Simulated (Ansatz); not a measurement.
Ansatz (a quantum-chemistry and plane-wave program) input (B2GP-PLYP/def2-TZVPD):

Ansatz 0.2 input:
```yaml
crystal:
  periodic: [false, false, false]
  atoms:
    - {symbol: B, position_ang: [-0.51819148, 0.16644866, -0.02986438]}
    - {symbol: C, position_ang: [-1.57298393, 1.26343685, -0.23154008]}
    - {symbol: C, position_ang: [-0.87905323, -1.34427926, 0.25251191]}
    - {symbol: O, position_ang: [0.78230995, 0.59212866, -0.11208778]}
    - {symbol: C, position_ang: [1.88422691, -0.28616567, 0.04858540]}
    - {symbol: H, position_ang: [-1.30083024, 2.29615158, -0.42410943]}
    - {symbol: H, position_ang: [-2.63972470, 1.07223210, -0.19367790]}
    - {symbol: H, position_ang: [-0.46115438, -1.68247098, 1.20708527]}
    - {symbol: H, position_ang: [-0.45418838, -2.00628673, -0.50990962]}
    - {symbol: H, position_ang: [-1.95423937, -1.52203790, 0.28205376]}
    - {symbol: H, position_ang: [2.79441062, 0.30300670, -0.05178089]}
    - {symbol: H, position_ang: [1.87377992, -0.75936776, 1.03365729]}
    - {symbol: H, position_ang: [1.88128588, -1.06845095, -0.71463753]}
basis:
  gaussian:
    orbitals: def2-TZVPD
hamiltonian:
  xc: {name: B2GP-PLYP}
magnetization: {spin_polarized: true, initial_magnetization: 1}
correlation: {electrons: outside_noble_gas}
```

End of the output:

```
integrals: 0.79 GiB planned
1785 factors; integrals over basis functions are off by at most 1.2e-3 eV
mean field: 2.17 GiB planned
mean field evaluation 1: about -5946.0000 eV, gradient 3.5e1 eV
mean field evaluation 2: about -5946.0456 eV, gradient 3.5e1 eV
mean field evaluation 4: about -5951.3669 eV, gradient 4.8e0 eV
mean field evaluation 8: about -5951.4545 eV, gradient 3.0e-1 eV
mean field evaluation 16: about -5951.4555 eV, gradient 1.0e-3 eV
mean field -5951.45553450 eV, -218.7119568515 hartree, gradient 2.6e-6 eV, S^2 0.755991; 0 other end points of the search recorded, 0 dependent functions left out
5 core orbitals not correlated
reference -5951.45567939 eV, -218.7119621760 hartree; 15, 14 occupied and 240, 241 virtual orbitals, 1785 factors
second order -25.39772871 eV of doubles, -0.00000000 eV of singles
Total energy: -5960.59886173 eV, -219.0479679294 hartree
```

It need not be the lowest isomer of its formula.
